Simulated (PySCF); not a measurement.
# What a mistake does to a calculation on AlBH2NO

All numbers below are calculated, not measured. The program is PySCF 2.14.0, an open-source quantum chemistry code, run on an isolated molecule that a program drew, which may never have been made. The molecule is AlBH2NO (charge 0, doublet), drawn as the SMILES string `B=[N][Al][OH]`.

Each row is a Hartree-Fock (HF) and frozen-core CCSD(T) single point in the cc-pV(D+d)Z basis, meant for a local HF minimum. Run 1 is clean. Each other run has one planted mistake out of seven kinds, and not every kind appears here: one electron removed, one electron added, multiplicity raised by two, geometry at a saddle point, minimal basis STO-3G, one bond length entered in bohr, all coordinates scaled. The reference is restricted for singlets and unrestricted otherwise, and also for a bond in bohr. Adding or removing an electron swaps singlet and doublet. Electrons count all cores. HOMO and LUMO are orbital energies over both spins, the gradient is its largest component, and the lowest frequency (negative if imaginary) is given only where the gradient is small. Bond lengths are over the 5 bonds as drawn. T1 is the CCSD diagnostic: over 0.02 (restricted) or 0.045 (unrestricted) a single reference is doubtful.

Geometry of the clean run:
```xyz
6
AlBH2NO, angstrom
B    -3.8366    1.7319   -1.0729
N    -2.6889    1.2437   -1.0571
Al   -0.9846    0.7393   -1.0485
O    -0.5781   -0.9012   -0.9390
H    -4.9207    2.1797   -1.0869
H    -1.1737   -1.6310   -0.8787
```

```
run  electrons  basis functions  <S^2>  HOMO (eV)  LUMO (eV)  gradient (hartree/bohr)  lowest frequency (cm^-1)  mean bond (Å)  longest bond (Å)      T1  HF (hartree)  CCSD(T) (hartree)                 mistake
  1         35               75  0.752      -8.43       1.44                  2.9e-05                       119         1.3671             1.777  0.0181    -397.17125         -397.67031                no fault
  2         35               75  0.753      -8.85       0.98                  7.4e-02                         -         1.4587             1.896  0.0215    -397.14302         -397.65799  all coordinates scaled
  3         34               75  0.000     -17.02      -7.06                  8.0e-02                         -         1.3671             1.777  0.0186    -396.88583         -397.37867    one electron removed
  4         36               75  0.000      -0.10       7.47                  6.1e-02                         -         1.3671             1.777  0.0193    -397.14414         -397.68455      one electron added
  5         35               75  3.766      -5.08      -0.40                  1.9e-01                         -         1.3671             1.777  0.0302    -396.98828         -397.45069                       ?
  6         35               26  0.753      -5.32       7.01                  7.5e-02                         -         1.3671             1.777  0.0230    -392.15747         -392.36375                       ?
```

**Which mistake was planted in run 5, and what did it cost?**

Electrons, basis and geometry are unchanged, and <S^2> is 3.766, beside S(S+1) = 3.75 for a multiplicity of 4. So the mistake is: multiplicity raised by two. Subtracting run 1 and multiplying by 627.51 kcal/mol a hartree, the energy moved by 114.8 kcal/mol in HF and 137.8 kcal/mol in CCSD(T).

**Which mistake was planted in run 6, and what did it cost?**

It has 26 basis functions where the clean run has 75, with the same electrons and geometry. So the mistake is: minimal basis STO-3G. Subtracting run 1 and multiplying by 627.51 kcal/mol a hartree, the energy moved by 3146.2 kcal/mol in HF and 3329.9 kcal/mol in CCSD(T).

